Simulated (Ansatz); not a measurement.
Reaction (atomization): `C#C[SiH2]C(=O)O` → 3 C• + 4 H• + 2 O• + Si•

Program: Ansatz. Geometries: PBE0-D4/def2-TZVP. ΔE: electronic, gas phase. CCSD(T)/CBS adds triple-zeta CCSD(T) − MP2 to the extrapolated MP2 energy (def2 sets, frozen cores). This one scheme is used for every species, atoms too. Functionals use def2-TZVPP. No spin–orbit coupling; open shells (•) take unrestricted orbitals. Spin–orbit coupling would lower the free atoms: a little for C, O, Si. Each species was taken in one conformer, which may not be the lowest.

CCSD(T)/CBS gives +43.61 eV.

Problem. Another level gave +50.95 eV. Which?
A. LDA (SPW92)/def2-TZVPP
B. PBE-D4/def2-TZVPP
C. ωB97X-V/def2-TZVPP
D. HF/def2-TZVPP

Solution. A. LDA (SPW92) 50.95, HF/def2-TZVPP 30.25, ωB97X-V 43.66, PBE-D4 45.16 eV.

Largest T1 diagnostic among the species: 0.016.

From PBE to PBE0 (25 % exact exchange), in def2-TZVPP and without D4, ΔE moves by −1.41 eV: exact exchange takes away binding that semilocal exchange gives to molecules. The D4 term adds +0.35 eV with B3LYP and +0.18 eV with PBE0; it sums over pairs of atoms, weighted by their polarisabilities, and B3LYP, whose exchange is more repulsive, gets the larger term. Leaving LDA and LC-ωPBE aside and taking each functional with its dispersion term where it has one, the values, not all of them listed here, spread over 3.57 eV, from BHLYP-D4 to PBE-D4. LDA lies +6.00 eV from PBE without D4, its usual overbinding.

B3LYP here is the variant with VWN-RPA as its local correlation; programs differ in this.

For atomizations the MP2-based limit and the directly extrapolated one differ by several kJ/mol either way, and by 10 to 25 for some Ge, Se and Sn compounds, so smaller differences from it don't rank the levels.
